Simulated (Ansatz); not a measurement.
Two isomers of C3H9AlSi: A = `C=[CH][AlH][CH2][SiH3]`, B = `C=C(C)[SiH2][AlH2]`.

Program: Ansatz. Geometries: PBE0-D4/def2-TZVP. ΔE: electronic, gas phase. CBS: MP2 limit from def2 TZ/QZ plus the TZ coupled-cluster correction, frozen cores. DFT in def2-TZVPP. B3LYP here is the variant with VWN-RPA as its local correlation; programs differ in this. Each species was taken in one conformer, which may not be the lowest.

Task: Which isomer does CCSD(T)/CBS put lower? Give the gap. (An estimate is asked.)

Result: Computed: A, by 13.2 kcal/mol.

Task: Give E(B) − E(A) in kcal/mol with MP2/def2-TZVPP, ωB97M-V, PBE-D4, B3LYP, CCSD/def2-TZVPP, r2SCAN-D4, B3LYP-D4. (Estimate.)

Result: The calculation gave: MP2/def2-TZVPP 14.6, ωB97M-V 14.7, PBE-D4 9.2, B3LYP 12.5, CCSD/def2-TZVPP 13.0, r2SCAN-D4 12.6, B3LYP-D4 12.2. None reverses the order clearly.

Largest T1 diagnostic: 0.012.

From PBE to PBE0 (25 % exact exchange), in def2-TZVPP and without D4, E(B) − E(A) moves by +0.9 kcal/mol.
